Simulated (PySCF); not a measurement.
An equivalent PySCF input for Al (aluminium, neutral), [Ne] 3s2 3p1, 2P determinant, with no relativity, point nucleus:

```python
from pyscf import gto, scf, dft, mp, cc
import basis_set_exchange as bse
mol = gto.M(atom="Al 0 0 0", charge=0, spin=1, symmetry="D2h",
            basis=gto.basis.parse(bse.get_basis("cc-pV(T+d)Z", elements=["Al"], fmt="nwchem", header=False)))
mf = scf.UHF(mol)
mf.irrep_nelec = {'Ag': (3, 3), 'B1u': (1, 1), 'B2u': (2, 1), 'B3u': (1, 1)}
mf.kernel()
```

It reaches the same state as the run whose output follows, and the same energy. The run itself started from symmetry-adapted Hartree-Fock orbitals and held the occupation by maximum overlap, so the iterations belong to that start.

```
SCF conv_tol = 1e-09
number electrons alpha = 7  beta = 6
cycle= 1 E= -241.878208751049  delta_E= -0.00308  |g|= 0.0188  |ddm|= 0.0634
cycle= 2 E= -241.87887596442  delta_E= -0.000667  |g|= 0.00911  |ddm|= 0.0354
cycle= 3 E= -241.879082196814  delta_E= -0.000206  |g|= 0.000807  |ddm|= 0.0429
cycle= 4 E= -241.879083992921  delta_E= -1.8e-06  |g|= 0.000228  |ddm|= 0.011
cycle= 5 E= -241.879084156145  delta_E= -1.63e-07  |g|= 5.87e-05  |ddm|= 0.00383
cycle= 6 E= -241.879084165194  delta_E= -9.05e-09  |g|= 1.54e-05  |ddm|= 0.000856
cycle= 7 E= -241.879084165765  delta_E= -5.71e-10  |g|= 2.78e-06  |ddm|= 0.000209
converged SCF energy = -241.879084165765  <S^2> = 0.76996378  2S+1 = 2.0198651
```
